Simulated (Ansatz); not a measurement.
Kohn–Sham single points on `O[SiH2]C1=NC1`.

```yaml
crystal:
  periodic: [false, false, false]
  atoms:
    - {symbol: O, position_ang: [-1.971118, -0.985178, -1.031159]}
    - {symbol: Si, position_ang: [-0.935831, -0.921052, 0.234638]}
    - {symbol: C, position_ang: [0.433581, 0.294948, -0.088363]}
    - {symbol: N, position_ang: [0.774452, 1.168077, -0.927253]}
    - {symbol: C, position_ang: [1.668833, 0.993076, 0.265245]}
    - {symbol: H, position_ang: [-2.237667, -0.162303, -1.444372]}
    - {symbol: H, position_ang: [-0.354975, -2.270073, 0.401730]}
    - {symbol: H, position_ang: [-1.580457, -0.473542, 1.496144]}
    - {symbol: H, position_ang: [2.629613, 0.518246, 0.089846]}
    - {symbol: H, position_ang: [1.656870, 1.786601, 1.006745]}
basis:
  gaussian: {orbitals: def2-TZVPP}
hamiltonian: {xc: {name: B3LYP}, dispersion: d4}
output: {forces: true, orbitals: {seedname: orbitals}}
```

```sh
$ ansatz run in.yaml --threads 4 --pin off --events-out ev --progress --plain --max-ram 10444MiB
```

It prints (some lines left out):

```
Functional definition: B3LYP
1252 factors; their error is unknown
mean field evaluation 1: about -13562.7562 eV, gradient 7.2e1 eV
mean field evaluation 2: about -13546.8857 eV, gradient 1.1e2 eV
mean field evaluation 4: about -13572.2724 eV, gradient 1.0e1 eV
mean field evaluation 8: about -13572.4727 eV, gradient 1.4e-1 eV
mean field evaluation 16: about -13572.4838 eV, gradient 5.5e-4 eV
mean field -13572.48376885 eV, -498.7795787453 hartree, gradient 8.4e-6 eV, S^2 0.000000; 0 other end points of the search recorded, 0 dependent functions left out
reference -13572.48404044 eV, -498.7795887260 hartree; 23, 23 occupied and 213, 213 virtual orbitals, 1252 factors
Total energy: -13572.79811192 eV, -498.7911306401 hartree
Atom 0 at    -1.971118    -0.985178    -1.031159 Å, force    -0.072638     0.017087    -0.086745 eV/Å
Atom 1 at    -0.935831    -0.921052     0.234638 Å, force     0.082278    -0.093103     0.225851 eV/Å
Atom 2 at     0.433581     0.294948    -0.088363 Å, force    -0.118670    -0.076613    -0.025481 eV/Å
Atom 3 at     0.774452     1.168077    -0.927253 Å, force    -0.167324     0.054549    -0.256376 eV/Å
Atom 4 at     1.668833     0.993076     0.265245 Å, force     0.347802     0.055167     0.292193 eV/Å
Atom 5 at    -2.237667    -0.162303    -1.444372 Å, force    -0.042345     0.004104    -0.052441 eV/Å
Atom 6 at    -0.354975    -2.270073     0.401730 Å, force    -0.039565     0.082449    -0.006262 eV/Å
Atom 7 at    -1.580457    -0.473542     1.496144 Å, force     0.036201    -0.036771    -0.073762 eV/Å
Atom 8 at     2.629613     0.518246     0.089846 Å, force    -0.049194     0.045084     0.025756 eV/Å
Atom 9 at     1.656870     1.786601     1.006745 Å, force     0.023454    -0.051954    -0.042733 eV/Å
Dipole moment:    -0.084960    -0.023510     0.278221 e Å
```

Hardware: 4 threads of an Arm Neoverse V1 on a shared host. Wall time 3.8 s, peak host memory 0.6 GiB.

With the line `hamiltonian: {xc: {name: wB97M-V}}` (abridged; 9.5 s):

```
Functional definition: wB97M-V
mean field evaluation 16: about -13569.2637 eV, gradient 1.7e-4 eV
mean field -13569.26366759 eV, -498.6612422065 hartree, gradient 6.1e-5 eV, S^2 0.000000
Total energy: -13569.26371759 eV, -498.6612440440 hartree
Atom 0 force    -0.041578     0.060059    -0.075143 eV/Å
Atom 1 force     0.017346    -0.160301     0.271000 eV/Å
Atom 2 force    -0.072259     0.037842    -0.136947 eV/Å
Atom 3 force    -0.128493    -0.092384    -0.010745 eV/Å
Atom 4 force     0.306744     0.092480     0.196162 eV/Å
Atom 5 force    -0.005458    -0.033867    -0.004791 eV/Å
Atom 6 force    -0.069961     0.171586    -0.023989 eV/Å
Atom 7 force     0.077169    -0.053617    -0.158958 eV/Å
Atom 8 force    -0.086926     0.049446     0.014228 eV/Å
Atom 9 force     0.003416    -0.071245    -0.070817 eV/Å
Dipole moment:    -0.089581    -0.023411     0.274244 e Å
```

B3LYP takes the VWN-RPA correlation (the form of Gaussian; ORCA's B3LYP/G).
